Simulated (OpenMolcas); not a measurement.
## V IV: Racah parameters, worked from levels

* Program: OpenMolcas 26.06
* Basis: ANO-RCC-VTZP [6s5p3d2f1g]
* Scalar Hamiltonian: DKH2, point nucleus
* Active space: 2 electrons in 5 orbitals (3d)
* State averaging: 2S+1 = 3 even, 10 roots; 2S+1 = 1 even, 15 roots kept (CI in the orbitals of an earlier block)
* Spin-orbit coupling: state interaction with AMFI integrals over the reference wave functions, term energies averaged over their components

Methods: CASSCF; SS-CASPT2, IPEA 0.25 Eh, imaginary shift 0.1 Eh (closed shells correlated: 3s 3p).

**Racah parameters.** Above 3F, d2 has 3P at 15B, 1G at 12B + 2C and 1D at 5B + 2C. The first two fix B and C, and the third tests them; where it misses by thousands of cm-1, two parameters do not describe the configuration (Trees and configuration-interaction terms are left out) and B and C hang on the terms chosen. Term energies are centres of gravity, weighted by 2J + 1.

| Source | 3P | 1G | B | C | C/B | 1D from B, C | 1D found |
| --- | --- | --- | --- | --- | --- | --- | --- |
| CASSCF | 16283 | 21133 | 1086 | 4053 | 3.73 | 13536 | 13517 |
| SS-CASPT2 | 13671 | 18660 | 911 | 3862 | 4.24 | 12279 | 10488 |

Energies in cm-1. From CASSCF to SS-CASPT2, B changes by -16.1 % and C by -4.7 %.

CASPT2 does not keep the components of a term degenerate, so their means are used; among the terms shown or strongly mixed into the levels shown the widest spread is 620 cm-1 (3d2 1G, SS-CASPT2). Terms from blocks run as CI alone lack orbitals of their own. Without dynamic correlation excited terms often stand tens of per cent too high (terms of higher spin than the ground term too low), and those without a measured partner can miss by more than the paired ones (holds for CASSCF). Levels of configurations outside the active space are missing.
